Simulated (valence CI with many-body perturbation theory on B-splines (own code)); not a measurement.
**Hyperfine factors and g values of Mo¹⁰⁺**

Computed by configuration interaction combined with many-body perturbation theory (CI+MBPT): four valence electrons over a frozen Dirac-Fock core [Ar] 3d10, a basis of 11 s, 11 p, 10 d, 8 f, 5 g, 2 h functions for each j, with the one-electron correlation potential Σ1 (screened to all orders), the two-electron term Σ2, the three-electron term Σ3, Breit, model QED; selected single and double excitations, second order for the rest, scaled by the run's own slope (own B-spline code, finite nucleus).

No measured levels were compared; by estimate levels hold to about 250 cm⁻¹ or 0.2 % of their energy and the worst to 1 %, as in measured heavy ions of charge 2 to 7; those with d or f electrons hold less well. Among the levels kept, up to 780 cm⁻¹ of a level comes from second order outside the variational space, and about a tenth of that is noise between levels of different J, which matters for small intervals.

A/g_I is the dipole constant over the nuclear g factor μ/I (μ in nuclear magnetons, uniformly magnetised nucleus), B/Q the quadrupole constant per barn. Both hold the static response of the core; the bare values leave it out. Large factors of s and p1/2 electrons are usually good to 5 to 10 %; those of open d and f shells near neutrality can be off by tens of per cent, and small factors of p3/2, d and f electrons come from cancelling terms and can be off by a factor of two or in sign, in half-filled shells by more. B is blank for J = 1/2, where it vanishes, and for nearly pure S terms. Energies count from the lowest level. Levels with J = 0 are left out.

Names give the largest LS component (configuration and term), which can be under half, so a name can repeat, a term be missing and a line seem to break the LS rules; names also repeat where a configuration has a term twice.

| Level | E (cm⁻¹) | g | A/g_I (MHz) | A/g_I bare | B/Q (MHz/b) | B/Q bare |
| --- | --- | --- | --- | --- | --- | --- |
| 4s2.4p2 3P_1 | 17607 | 1.501 | -566 | -645 | 3660 | 3360 |
| 4s2.4p2 3P_2 | 27159 | 1.345 | 7500 | 6910 | -967 | -892 |
| 4s2.4p2 1D_2 | 54799 | 1.155 | 5020 | 4670 | 8210 | 7560 |
| 4s.4p3 5S°_2 | 200850 | 1.973 | 20800 | 19400 |  |  |
| 4s.4p3 3D°_1 | 250270 | 0.630 | -12300 | -11400 | 5070 | 4660 |
| 4s.4p3 3D°_2 | 251280 | 1.231 | 13500 | 12700 | 8560 | 7870 |
| 4s.4p3 3D°_3 | 258280 | 1.333 | 19000 | 17700 | -596 | -535 |
| 4s.4p3 3P°_1 | 286450 | 1.396 | 24100 | 22500 | -5370 | -4930 |
| 4s.4p3 3P°_2 | 289400 | 1.388 | 14500 | 13500 | -8280 | -7630 |
| 4s.4p3 1D°_2 | 320090 | 1.074 | 10900 | 10200 | -1730 | -1630 |
| 4s.4p3 3S°_1 | 335000 | 1.671 | -6480 | -6150 | -4.29 | -4.60 |
| 4s.4p3 1P°_1 | 365500 | 1.301 | -5170 | -4890 | 31.7 | 39.9 |
| 4s2.4p.4d 3F°_2 | 381890 | 0.685 | 6220 | 5880 | 4850 | 4390 |
| 4s2.4p.4d 3F°_3 | 392640 | 1.088 | 3730 | 3500 | 4960 | 4480 |
| 4s2.4p.4d 3F°_4 | 409330 | 1.250 | 1850 | 1710 | 8730 | 7930 |
| 4s2.4p.4d 3P°_2 | 415700 | 1.224 | 187 | 202 | -572 | -584 |
| 4s2.4p.4d 3D°_1 | 425140 | 0.914 | -4030 | -3730 | 1110 | 997 |
| 4s2.4p.4d 1D°_2 | 434440 | 1.150 | 926 | 825 | -428 | -443 |
| 4s2.4p.4d 3P°_1 | 443580 | 1.104 | 2620 | 2480 | -3890 | -3540 |
| 4s2.4p.4d 3D°_3 | 445610 | 1.312 | 3110 | 2880 | -4020 | -3710 |
| 4s2.4p.4d 3D°_2 | 446990 | 1.274 | 3110 | 2910 | -5070 | -4640 |
| 4s2.4p.4d 1F°_3 | 478020 | 1.016 | 2700 | 2540 | 8130 | 7410 |
| 4s2.4p.4d 1P°_1 | 485050 | 0.982 | -1390 | -1250 | 1080 | 967 |
| 4p4 3P_2 | 511940 | 1.394 | 4510 | 4230 | 1590 | 1460 |
| 4p4 3P_1 | 534480 | 1.499 | 1110 | 1060 | -2730 | -2510 |
| 4p4 1D_2 | 541400 | 1.105 | 8160 | 7630 | -9560 | -8800 |
| 4s.4p2.4d 5F_1 | 563240 | 0.079 | -15800 | -14700 | -138 | -159 |
| 4s.4p2.4d 5F_2 | 566480 | 1.060 | 3790 | 3580 | 2020 | 1820 |
| 4s.4p2.4d 5F_3 | 572040 | 1.294 | 7720 | 7230 | 3370 | 3030 |
| 4s.4p2.4d 5F_4 | 580660 | 1.367 | 8870 | 8300 | 2930 | 2590 |
| 4s.4p2.4d 5D_1 | 585030 | 1.440 | 12500 | 11700 | -4050 | -3680 |
| 4s.4p2.4d 5D_2 | 586480 | 1.414 | 11800 | 11100 | -5010 | -4580 |
| 4s.4p2.4d 5D_3 | 588650 | 1.415 | 12300 | 11500 | -4330 | -3980 |
| 4s.4p2.4d 5F_5 | 590700 | 1.391 | 10900 | 10100 | -5760 | -5390 |

(1) Take the isotope of mass number 95, with I = 5/2, μ = -0.9132 μN, leaving out the quadrupole term. What is the hyperfine structure of 4s.4p3 5S°_2?

## Answers

(1) From the table A = -7600 MHz. Shifts from the centre of gravity in MHz: F = 1/2: 53200, F = 3/2: 41800, F = 5/2: 22800, F = 7/2: -3800, F = 9/2: -38000.
